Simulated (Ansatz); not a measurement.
Input for Ansatz (a quantum-chemistry and plane-wave program): R-CCSD(T)/def2-SVP on ClGeH3Si (SMILES [SiH3][Ge][Cl]), a point of a torsion scan. The run froze 24 orbitals, filled d shells among them.

Ansatz 0.2 input:
```yaml
crystal:
  periodic: [false, false, false]
  atoms:
    - {symbol: Si, position_ang: [-0.70865609, -0.05749505, -0.01857599]}
    - {symbol: Ge, position_ang: [1.49687616, -1.14437198, -0.06267741]}
    - {symbol: Cl, position_ang: [0.88373944, -3.10908736, -0.73610151]}
    - {symbol: H, position_ang: [-1.03531384, 0.41775806, 1.33780764]}
    - {symbol: H, position_ang: [-1.87763453, -0.83078326, -0.45426128]}
    - {symbol: H, position_ang: [-0.71256856, 1.16097102, -0.84777640]}
basis:
  gaussian:
    orbitals: def2-SVP
magnetization: {spin_polarized: false}
correlation: {method: ccsd_t, electrons: outside_noble_gas}
scf: {lower_state_search: off}
```

Problem. Give the final energy of this run.

Solution. -2825.4233 hartree (reference determinant -2825.0571, T1 diagnostic 0.016).
